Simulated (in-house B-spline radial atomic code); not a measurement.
Rb³⁺ is squeezed into an impenetrable sphere of radius R (the orbitals vanish at R). Method: non-relativistic r2SCAN, spin-polarised, spherical fractional occupations, point nucleus. Calculated with a radial B-spline atomic code at the basis-set limit.

Energies in eV above the free ion in [Ar] 3d10 4s2 4p4:

```
R (bohr)  highest level (eV)  [Ar] 3d10 4s2 4p4  [Ar] 3d10 4s2 4p3 4d1  [Ar] 3d10 4s2 4p3 4f1
    8.28               -45.4         -6.567e-05                  20.35                  36.96
    5.97               -45.4           0.001005                  20.37                  38.06
    5.22               -45.4            0.01251                  20.46                  39.25
     4.1               -45.1             0.3841                  21.43                  43.55
    3.59               -44.3              1.688                   23.6                  48.26
    2.87               -39.7              12.52                  37.29                  67.02
    2.57               -34.5              28.13                  55.16                  87.43
    2.32               -26.8              54.97                  84.64                  118.9
     1.9                1.29              171.6                  207.7                  243.1
    1.45                94.5              637.9                  680.3                  701.6
```

(1) Does [Ar] 3d10 4s2 4p3 4d1 fall below [Ar] 3d10 4s2 4p4 under compression?

(2) Does [Ar] 3d10 4s2 4p3 4f1 fall below [Ar] 3d10 4s2 4p4 under compression?

The highest level is first positive in the row R = 1.9 bohr, pushed up by confinement above the zero of the free ion's potential. Each configuration is held fixed and needn't be the lowest in the sphere.

Results:

(1) No, it stays above over the whole range.

(2) No, it stays above over the whole range.
